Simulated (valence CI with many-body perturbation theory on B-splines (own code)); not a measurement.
# Questions on Ru²³⁺

Level of theory: configuration interaction combined with many-body perturbation theory (CI+MBPT): three valence electrons over a frozen Dirac-Fock core [Ar], a basis of 9 s, 9 p, 10 d, 8 f, 5 g, 3 h, 1 i functions for each j, with the one-electron correlation potential Σ1, the two-electron term Σ2, the three-electron term Σ3, Breit, model QED; selected CI, second order for the rest (own B-spline code, finite nucleus).

No measured spectrum was set against this ion. As an estimate, terms of the open shell hold to 2 to 4 % of their energy, and close levels can change places. Only levels of the ground parity were solved; by the run's estimate the other parity begins above the list, which can be wrong where configurations are misplaced.

Names give the largest LS component (configuration and term), which can be under half, so a name can repeat, a term be missing and a line seem to break the LS rules; names also repeat where a configuration has a term twice.

Rates and lifetimes use the calculated energies. Strong lines usually hold to 10 to 20 %, long lifetimes can be off by a factor of two.

(1) What is the ground level?

(2) What is the ionisation energy?

(3) How well does LS coupling describe the low levels?

(4) How is the term 4F of the ground level split?

Answers

(1) 3d3 4F_3/2, composition 86 % 3d3 4F + 12 % 3d3 2D, g = 0.464.

(2) 1116 eV; NIST lists 1115 ± 4 eV (theoretical).

(3) Among the lowest 19 levels the leading LS term, summed over configurations, holds 79 % on average. For single configurations the figures are 79 % in LS and 74 % in jj coupling. Terms mix most in the J = 3/2 level at 118210 cm⁻¹, where the leading one holds 48 %.

(4) J = 3/2 at 0.0, J = 5/2 at 23341, J = 7/2 at 43083, J = 9/2 at 57433 cm⁻¹.
